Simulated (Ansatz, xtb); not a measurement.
System: MoH2, charge 0, multiplicity 3. The spin state was set by rule; other spins were not relaxed. 
Coordinates optimised at B3LYP-D3(BJ)/def2-TZVP (Ansatz, a quantum-chemistry and plane-wave program):
```xyz
3

Mo     0.0406     0.0076     0.0174
H     -0.6358    -1.5272    -0.2721
H     -1.0683     1.2085    -0.4574
```
Charge 0, spin multiplicity 3.

Harmonic wavenumbers from GFN2-xTB (xtb, at its own minimum), cm⁻¹: 304, 1860, 2045.

**Question.** Give the harmonic wavenumbers at B3LYP-D3(BJ)/def2-TZVP (Ansatz, finite differences of forces, unscaled).

**Answer.** 603, 1845, 1859 cm⁻¹. Zero-point energy 6.2 kcal/mol.

**Question.** From these and the geometry, give the ideal-gas thermochemistry at 298.15 K and 1 atm (rigid rotor, harmonic oscillator).

**Answer.** Point group C2v, rotational symmetry number 2. Rotational constants 263.7, 130.1, 87.13 GHz. S(trans) 39.66, S(rot) 13.96, S(vib) 0.45, S(elec, spin only) 2.18, S 56.3 cal/(mol K). H(298) - H(0) 2.47 kcal/mol; G - E(el) -8.1 kcal/mol.
